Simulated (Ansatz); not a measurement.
Single points on the cluster Si₃Mo⁺.

```yaml
crystal:
  periodic: [false, false, false]
  atoms:
    - {symbol: Mo, position_ang: [-0.159053, -0.254144, -1.312275]}
    - {symbol: Si, position_ang: [0.068553, -1.233509, 0.819134]}
    - {symbol: Si, position_ang: [1.355662, 0.715159, 0.093035]}
    - {symbol: Si, position_ang: [-1.265171, 0.772494, 0.400106]}
basis:
  gaussian: {orbitals: def2-TZVP, initial_orbitals: start.molden}
total_charge: 1
magnetization: {spin_polarized: true, initial_magnetization: 1}
hamiltonian: {xc: {name: r2SCAN0}, dispersion: d4}
scf: {omitted_lower_state_checks: [starts]}
output: {orbitals: {seedname: orbitals}}
```

The file start.molden holds the orbitals of an earlier run on this structure, at another level or in another basis.

```sh
$ ansatz run in.yaml --threads 4 --pin off --events-out ev --progress --plain --max-ram 3916MiB
```

Shortened log:

```
Functional definition: r2SCAN0
1182 factors; their error is unknown
mean field evaluation 1: about -25476.3395 eV, gradient 4.5e0 eV
mean field evaluation 2: about -25476.3908 eV, gradient 1.4e-1 eV
mean field evaluation 4: about -25476.5604 eV, gradient 9.0e-2 eV
mean field evaluation 8: about -25476.5610 eV, gradient 8.0e-5 eV
mean field evaluation 16: about -25476.5610 eV, gradient 9.2e-6 eV
mean field -25476.56098837 eV, -936.2463476893 hartree, gradient 9.2e-6 eV, S^2 1.086557; 0 other end points of the search recorded, 0 dependent functions left out
reference -25476.56100137 eV, -936.2463481672 hartree; 28, 27 occupied and 123, 124 virtual orbitals, 1182 factors
Total energy: -25476.62255193 eV, -936.2486101084 hartree
Checks for a lower state left out: starts
```

Hardware: 4 threads of Arm Neoverse V2 on a shared host. Wall time 28 s, peak host memory 0.78 GiB.

The first input with `gaussian: {orbitals: def2-TZVPP, initial_orbitals: start.molden}`, `correlation: {method: ccsd_t}`, `scf: {omitted_lower_state_checks: [starts, cluster_reference]}` and without the key `hamiltonian` (abridged; 10 min):

```
Functional definition: HF
mean field evaluation 16: about -25415.2863 eV, gradient 2.4e-6 eV
mean field -25415.28633833 eV, -933.9945458337 hartree, gradient 2.4e-6 eV, S^2 3.190591
15 core orbitals not correlated: weight in the atoms' cores, before any rotation towards them, 1.000 or more for the frozen orbitals, at most 0.000 for the correlated occupied ones
second order -20.59126526 eV of doubles, -0.00000000 eV of singles
cycle   1  -19.16313835 eV  change     1.4e0 eV  update   2.7e-1
cycle   2  -20.41736622 eV  change    -1.3e0 eV  update   1.2e-1
cycle   3  -20.95061630 eV  change   -5.3e-1 eV  update   1.0e-1
cycle   4  -21.23326557 eV  change   -2.8e-1 eV  update   6.5e-2
cycle   5  -21.41661816 eV  change   -1.8e-1 eV  update   4.0e-2
cycle   6  -21.50704601 eV  change   -9.0e-2 eV  update   1.9e-2
cycle   7  -21.52315580 eV  change   -1.6e-2 eV  update   1.0e-2
cycle   8  -21.54216964 eV  change   -1.9e-2 eV  update   6.0e-3
cycle   9  -21.55141006 eV  change   -9.2e-3 eV  update   3.8e-3
[...]
cycle  12  -21.55253333 eV  change   -2.5e-3 eV  update   1.4e-3
cycle  13  -21.55156643 eV  change    9.7e-4 eV  update   9.5e-4
cycle  14  -21.55200043 eV  change   -4.3e-4 eV  update   5.4e-4
cycle  15  -21.55109390 eV  change    9.1e-4 eV  update   3.5e-4
cycle  16  -21.55077837 eV  change    3.2e-4 eV  update   1.9e-4
cycle  17  -21.55122711 eV  change   -4.5e-4 eV  update   1.1e-4
cycle  18  -21.55132571 eV  change   -9.9e-5 eV  update   6.0e-5
cycle  19  -21.55148790 eV  change   -1.6e-4 eV  update   3.1e-5
cycle  20  -21.55150494 eV  change   -1.7e-5 eV  update   2.0e-5
cycle  21  -21.55146734 eV  change    3.8e-5 eV  update   1.1e-5
cycle  22  -21.55144175 eV  change    2.6e-5 eV  update   7.7e-6
cycle  23  -21.55142806 eV  change    1.4e-5 eV  update   5.2e-6
perturbative correction -1.89582816 eV, -0.0696703998 hartree
Total energy: -25438.73359454 eV, -934.8562166065 hartree
Checks for a lower state left out: starts, cluster_reference
```

As the first input, with `hamiltonian: {xc: {name: BLYP}, dispersion: d4}` (abridged; 4.4 s):

```
Functional definition: BLYP
mean field -25480.00964356 eV, -936.3730834299 hartree, gradient 1.2e-5 eV, S^2 0.762629
Total energy: -25480.55814486 eV, -936.3932404811 hartree
Checks for a lower state left out: starts
```

First input, but with `hamiltonian: {xc: {text: "exchange = 0.95*pbe_x + 0.05*exact_x\ncorrelation = pbe_c"}}` (abridged; 5.5 s):

```
Functional definition: unnamed
mean field -25469.54593522 eV, -935.9885492411 hartree, gradient 7.3e-6 eV, S^2 0.775322
Total energy: -25469.54597146 eV, -935.9885505728 hartree
Checks for a lower state left out: starts
```

Geometry: r2SCAN-D4/def2-SVP.

In the def2 sets Mo takes a core potential; there is no spin–orbit coupling. Correlated methods freeze 15 core orbitals; core or outer-core shells of Mo are correlated, in sets that lack core-valence functions. At r2SCAN0-D4/def2-TZVP, CCSD(T)/def2-TZVPP the charge 1 doublet is spin-contaminated (final ⟨S²⟩ up to 3.19, 0.75 for a pure state). At CCSD(T)/def2-TZVPP T1 of the charge 1 doublet is large (up to 0.106), so the single-reference result is doubtful. The structure comes from a short search, and lower isomers may exist.
